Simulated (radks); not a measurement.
Q: The silicon ion Si3+, [Ne] 3s1. Calculated with a radial shooting solver on a logarithmic mesh with Libxc functionals: non-relativistic Kohn-Sham, LDA (Slater exchange, Perdew-Wang correlation), spin-polarised, spherical densities, point nucleus. Every spin shell is full or empty, so the densities are truly spherical. Functionals are evaluated on that one density, not self-consistently. Rank these orbital-free kinetic functionals by their error against the exact value of the orbitals, and give that value: Thomas-Fermi, von Weizsacker, TF + vW/9, LC94, Perdew 92, Pearson, LKT, PG1, Ernzerhof.

A: Exact: 285.451 hartree. From best to worst, with 100 (|E| - |E exact|)/|E exact| (equal figures are ties): LC94 +0.17, Ernzerhof +0.28, Perdew 92 -0.46, TF + vW/9 -0.48, Pearson -1.72, Thomas-Fermi -7.56, PG1 +26.58, LKT +32.61, von Weizsacker -36.29.
